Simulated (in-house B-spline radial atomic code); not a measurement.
**RPA and G0W0 on r2SCAN0: Si2+**

Configuration [Ne] 3s2, mean-field start r2SCAN0. Computed with a B-spline radial code for spherical atoms: all electrons, scalar-relativistic (spin-free one-electron X2C), finite nucleus, each spin shell either full or empty, empty states to l = 9 with an (l + 1/2)⁻⁴ tail; G0W0 by contour deformation at full frequency.

Command:
```bash
python run_gw.py task.json out
```
Settings (radii: box in bohr, nucleus in fm):
```
Z                        14
electrons                12
configuration            [Ne] 3s2
hamiltonian              x2c
method                   r2scan0
lmax                     9
rms_radius               3.1224
spin_polarised           False
box_radius               17.55
intervals                71
ion_configuration        [Ne] 3s1
```

Run time, properties included: 2.1 s on 1 thread of AMD EPYC 7R13 Processor, on a shared host.

Energies (hartree):

```csv
term,value
mean-field total,-289.04611
Hartree-Fock functional on these orbitals,-288.59853
direct second order,-0.79061
second-order exchange,0.2871
SOSEX correction,0.25728
```

Task: What is the RPA correlation energy, and what remains with SOSEX?

Result: RPA gives -0.69326 hartree (-1.57 eV per electron); RPA + SOSEX gives -0.43599, and the second-order doubles -0.50351 hartree (no singles). SOSEX takes back 37 % of the RPA value.

Quasi-particle levels (eV):

| level | occupied | mean field | Σx - vxc | Σc | QP weight | G0W0 |
| --- | --- | --- | --- | --- | --- | --- |
| 3s | yes | -29.796 | -2.41 | ? | ? | ? |
| 2p | yes | -123.77 | -13.31 | 4.24 | 0.873 | -132.84 |
| 3p | no | -19.220 | 4.01 | -1.43 | 0.939 | -16.632 |

G0W0 = mean field + (Σx - vxc) + Σc, with Σc (partial-wave tail included) taken at the quasi-particle energy. Levels of low weight are left out.

Task: Where does G0W0 put 3s?

Result: At -33.77 eV, with Σc = -1.57 eV and a quasi-particle weight of 0.946. The tabulated removal energy is 33.493 eV (NIST, measured); the calculation leaves out spin-orbit coupling, Breit and QED terms, and what these don't explain is the method's own error.

Task: What does it cost to remove one electron (to [Ne] 3s1) by differences of total energies, each species on its own start (correlation terms add to the Hartree-Fock functional)?

Result: r2SCAN0 32.97 eV, Hartree-Fock functional 32.01 eV, + RPA 33.74 eV, + RPA + SOSEX 33.29 eV, + second order 33.79 eV. Tabulated: 33.493 eV (NIST, measured); the calculation leaves out spin-orbit coupling, Breit and QED terms, and what these don't explain is the method's own error.
